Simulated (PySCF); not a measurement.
PySCF input for C₂H₆Te, SMILES C[Te]C, PBE-D3(BJ)/def2-SVP. Coordinates come from a PBE-D3(BJ)/def2-SVP optimisation. The def2 effective core potentials stand for the cores of Te; spin–orbit coupling is left out.

```python
import numpy as np
from pyscf import gto, scf, dft, df
from pyscf.hessian import thermo

mol = gto.M(
    atom='''
    C     1.58755483   -0.00000000    1.08474373
    Te   -0.00000000    0.00000000   -0.40246949
    C    -1.58755484   -0.00000000    1.08474373
    H     1.51610209   -0.90974010    1.70872364
    H     2.54934404   -0.00000000    0.53829715
    H     1.51610209    0.90974010    1.70872364
    H    -1.51610207   -0.90974010    1.70872365
    H    -2.54934404    0.00000000    0.53829715
    H    -1.51610207    0.90974010    1.70872365
    ''',
    basis='def2-SVP',
    ecp={'Te': 'def2-svp'},
    charge=0,
    spin=0,
    max_memory=1600,
    verbose=3,
)
mf = dft.RKS(mol, xc='pbe').density_fit(auxbasis='def2-universal-jkfit')
mf.disp = 'd3bj'
mf.grids.level = 3
mf.conv_tol = 1e-11
mf.max_cycle = 100
mf.kernel()

# [left out here: the lines that compute and print the analytic Hessian (its translational invariance restored by hand, since the grid's response is missing), thermochemistry and intensities]
```

Log of the run:

```
converged SCF energy = -347.646105718195

WARN: DFTD3 does not support analytical Hessian, using finite difference


WARN: Mole.unit (angstrom) is changed to Bohr

Mode                                 0                   1                   2
Irrep
Freq [cm^-1]                      109.3302            119.5833            163.2777
Reduced mass [au]                   1.0400              1.0392              2.6918
Force const [Dyne/A]                0.0073              0.0088              0.0423
Char temp [K]                     157.3019            172.0538            234.9203
Normal mode                   x     y     z       x     y     z       x     y     z
       0   C                 0.00  0.03 -0.00    0.00  0.04 -0.00   -0.12  0.00  0.10
       1  Te                -0.00 -0.01  0.00   -0.00  0.00  0.00    0.00 -0.00 -0.03
       2   C                -0.00  0.03 -0.00   -0.00 -0.04 -0.00    0.12  0.00  0.10
       3   H                 0.27 -0.14 -0.22   -0.24  0.23  0.25   -0.21  0.00  0.10
       4   H                 0.00  0.45 -0.00    0.00 -0.37 -0.00   -0.04  0.00  0.23
       5   H                -0.27 -0.14  0.22    0.24  0.23 -0.25   -0.21 -0.00  0.10
       6   H                -0.27 -0.14 -0.22   -0.24 -0.23 -0.25    0.21  0.00  0.10
       7   H                -0.00  0.45 -0.00   -0.00  0.37 -0.00    0.04  0.00  0.23
       8   H                 0.27 -0.14  0.22    0.24 -0.23  0.25    0.21 -0.00  0.10
Mode                                 3                   4                   5
Irrep
Freq [cm^-1]                      509.5351            513.7607            752.6696
Reduced mass [au]                   4.6972              4.6881              1.1371
Force const [Dyne/A]                0.7185              0.7291              0.3795
Char temp [K]                     733.1076            739.1872           1082.9240
Normal mode                   x     y     z       x     y     z       x     y     z
       0   C                -0.13  0.00 -0.12    0.13 -0.00  0.12   -0.04  0.00  0.06
       1  Te                -0.00  0.00  0.03   -0.03  0.00 -0.00    0.00  0.00  0.00
       2   C                 0.13  0.00 -0.12    0.13  0.00 -0.12   -0.04 -0.00 -0.06
       3   H                -0.10  0.01 -0.10    0.09 -0.00  0.11    0.30 -0.03  0.06
       4   H                -0.14 -0.00 -0.12    0.14  0.00  0.13   -0.29 -0.00 -0.40
       5   H                -0.10 -0.01 -0.10    0.09  0.00  0.11    0.30  0.03  0.06
       6   H                 0.10  0.01 -0.10    0.09  0.00 -0.11    0.30  0.03 -0.06
       7   H                 0.14 -0.00 -0.12    0.14 -0.00 -0.13   -0.29  0.00  0.40
       8   H                 0.10 -0.01 -0.10    0.09 -0.00 -0.11    0.30 -0.03 -0.06
Mode                                 6                   7                   8
Irrep
Freq [cm^-1]                      785.1199            818.0168            859.5455
Reduced mass [au]                   1.1259              1.1487              1.2345
Force const [Dyne/A]                0.4089              0.4529              0.5374
Char temp [K]                    1129.6127           1176.9440           1236.6945
Normal mode                   x     y     z       x     y     z       x     y     z
       0   C                 0.00  0.07 -0.00    0.00 -0.07 -0.00    0.06  0.00 -0.07
       1  Te                -0.00 -0.00  0.00   -0.00  0.01  0.00    0.00 -0.00  0.01
       2   C                 0.00 -0.07  0.00   -0.00 -0.07 -0.00   -0.06  0.00 -0.07
       3   H                -0.29 -0.13 -0.33    0.28  0.13  0.33   -0.28  0.03 -0.06
       4   H                 0.00 -0.15  0.00    0.00  0.14  0.00    0.31 -0.00  0.37
       5   H                 0.29 -0.13  0.33   -0.28  0.13 -0.33   -0.28 -0.03 -0.06
       6   H                -0.29  0.13  0.33   -0.28  0.13  0.33    0.28  0.03 -0.06
       7   H                 0.00  0.15 -0.00   -0.00  0.14  0.00   -0.31 -0.00  0.37
       8   H                 0.29  0.13 -0.33    0.28  0.13 -0.33    0.28 -0.03 -0.06
Mode                                 9                  10                  11
Irrep
Freq [cm^-1]                     1181.3905           1199.4446           1378.1517
Reduced mass [au]                   1.1687              1.1632              1.0575
Force const [Dyne/A]                0.9611              0.9860              1.1834
Char temp [K]                    1699.7579           1725.7337           1982.8535
Normal mode                   x     y     z       x     y     z       x     y     z
       0   C                -0.06 -0.00 -0.05   -0.06 -0.00 -0.05    0.00 -0.05 -0.00
       1  Te                -0.00 -0.00 -0.00    0.00  0.00 -0.00    0.00 -0.00  0.00
       2   C                -0.06  0.00  0.05    0.06 -0.00 -0.05    0.00  0.05  0.00
       3   H                 0.31  0.11  0.18    0.31  0.11  0.18   -0.31  0.05  0.08
       4   H                 0.18  0.00  0.34    0.18  0.00  0.34   -0.00  0.51 -0.00
       5   H                 0.31 -0.11  0.18    0.31 -0.11  0.18    0.31  0.05 -0.08
       6   H                 0.31 -0.11 -0.18   -0.31  0.11  0.18   -0.31 -0.05 -0.08
       7   H                 0.18 -0.00 -0.34   -0.18  0.00  0.34   -0.00 -0.51  0.00
       8   H                 0.31  0.11 -0.18   -0.31 -0.11  0.18    0.31 -0.05  0.08
Mode                                12                  13                  14
Irrep
Freq [cm^-1]                     1385.9355           1387.5534           1394.2334
Reduced mass [au]                   1.0581              1.0618              1.0556
Force const [Dyne/A]                1.1974              1.2045              1.2090
Char temp [K]                    1994.0526           1996.3804           2005.9914
Normal mode                   x     y     z       x     y     z       x     y     z
       0   C                 0.00 -0.05 -0.00    0.03  0.00 -0.04    0.03  0.00 -0.03
       1  Te                -0.00 -0.00 -0.00    0.00 -0.00  0.00   -0.00  0.00 -0.00
       2   C                -0.00 -0.05 -0.00    0.03 -0.00  0.04   -0.03  0.00 -0.03
       3   H                -0.31  0.05  0.08   -0.15  0.26  0.34   -0.15  0.26  0.34
       4   H                -0.00  0.51 -0.00   -0.08 -0.00 -0.20   -0.09 -0.00 -0.22
       5   H                 0.31  0.05 -0.08   -0.15 -0.26  0.34   -0.15 -0.26  0.34
       6   H                 0.31  0.05  0.08   -0.15 -0.26 -0.34    0.15  0.26  0.34
       7   H                 0.00  0.51 -0.00   -0.08  0.00  0.20    0.09 -0.00 -0.22
       8   H                -0.31  0.05 -0.08   -0.15  0.26 -0.34    0.15 -0.26  0.34
Mode                                15                  16                  17
Irrep
Freq [cm^-1]                     2991.1371           2994.3336           3113.1606
Reduced mass [au]                   1.0284              1.0285              1.1097
Force const [Dyne/A]                5.4213              5.4334              6.3368
Char temp [K]                    4303.5803           4308.1794           4479.1450
Normal mode                   x     y     z       x     y     z       x     y     z
       0   C                 0.02 -0.00  0.02    0.02 -0.00  0.02   -0.00  0.06  0.00
       1  Te                 0.00  0.00 -0.00   -0.00 -0.00 -0.00    0.00 -0.00 -0.00
       2   C                -0.02 -0.00  0.02    0.02  0.00 -0.02    0.00  0.06  0.00
       3   H                 0.04  0.34 -0.22    0.04  0.34 -0.22   -0.04 -0.39  0.27
       4   H                -0.34  0.00  0.20   -0.34  0.00  0.20    0.00  0.01 -0.00
       5   H                 0.04 -0.34 -0.22    0.04 -0.34 -0.22    0.04 -0.39 -0.27
       6   H                -0.04  0.34 -0.22    0.04 -0.34  0.22    0.04 -0.39  0.27
       7   H                 0.34  0.00  0.20   -0.34 -0.00 -0.20   -0.00  0.01 -0.00
       8   H                -0.04 -0.34 -0.22    0.04  0.34  0.22   -0.04 -0.39 -0.27
Mode                                18                  19                  20
Irrep
Freq [cm^-1]                     3113.6550           3114.3956           3117.9531
Reduced mass [au]                   1.1064              1.1058              1.1095
Force const [Dyne/A]                6.3198              6.3194              6.3551
Char temp [K]                    4479.8563           4480.9218           4486.0404
Normal mode                   x     y     z       x     y     z       x     y     z
       0   C                 0.04  0.00 -0.05   -0.04  0.00  0.05   -0.00 -0.06  0.00
       1  Te                -0.00 -0.00  0.00   -0.00 -0.00 -0.00   -0.00  0.00  0.00
       2   C                -0.04  0.00 -0.05   -0.04 -0.00 -0.05   -0.00  0.06 -0.00
       3   H                -0.01 -0.23  0.14    0.01  0.23 -0.14    0.04  0.39 -0.27
       4   H                -0.48  0.00  0.28    0.48  0.00 -0.27    0.00 -0.01 -0.00
       5   H                -0.01  0.23  0.14    0.01 -0.23 -0.14   -0.04  0.39  0.27
       6   H                 0.01 -0.23  0.14    0.01 -0.23  0.14    0.04 -0.39  0.27
       7   H                 0.48  0.00  0.28    0.48 -0.00  0.27    0.00  0.01  0.00
       8   H                 0.01  0.23  0.14    0.01  0.23  0.14   -0.04 -0.39 -0.27
temperature 298.1500 [K]
pressure 101325.00 [Pa]
Rotational constants [GHz] 8.05704 5.85943 3.55146
Symmetry number 2
Zero-point energy (ZPE) 0.07063 [Eh]   185434.233 [J/mol]
                           tot       elec      trans        rot        vib
Entropy [J/mol/K]       317.604      0.000    171.859     99.106     46.640
Cv [J/mol/K]             73.745      0.000     12.472     12.472     48.802
Cp [J/mol/K]             82.060      0.000     20.786     12.472     48.802
Internal energy [J/mol]                      3718.434   3718.434 192904.082
Internal energy [Eh]   -347.56980  -347.64611
Enthalpy [J/mol]                             6197.391   3718.434 192904.082
Enthalpy [Eh]          -347.56886
Gibbs free energy [J/mol]                  -45042.329 -25829.983 178998.437
Gibbs free energy [Eh] -347.60492
mode   freq/cm-1   IR/(km/mol)
   1      109.33         0.122
   2      119.58         0.000
   3      163.28         0.001
   4      509.54         0.550
   5      513.76         5.206
   6      752.67         1.158
   7      785.12         0.000
   8      818.02        20.215
   9      859.55        26.138
  10     1181.39        12.437
  11     1199.44         7.338
  12     1378.15         0.000
  13     1385.94        13.280
  14     1387.55        17.344
  15     1394.23         0.392
  16     2991.14        12.019
  17     2994.33        11.213
  18     3113.16         2.872
  19     3113.65         2.597
  20     3114.40         0.386
  21     3117.95         0.000
max |gradient| / (hartree/bohr): 3.897568054606244e-05
APT charges: [-0.0642  0.1619 -0.0642 -0.016   0.0151 -0.016  -0.016   0.0151 -0.016 ]
```

The run converged.
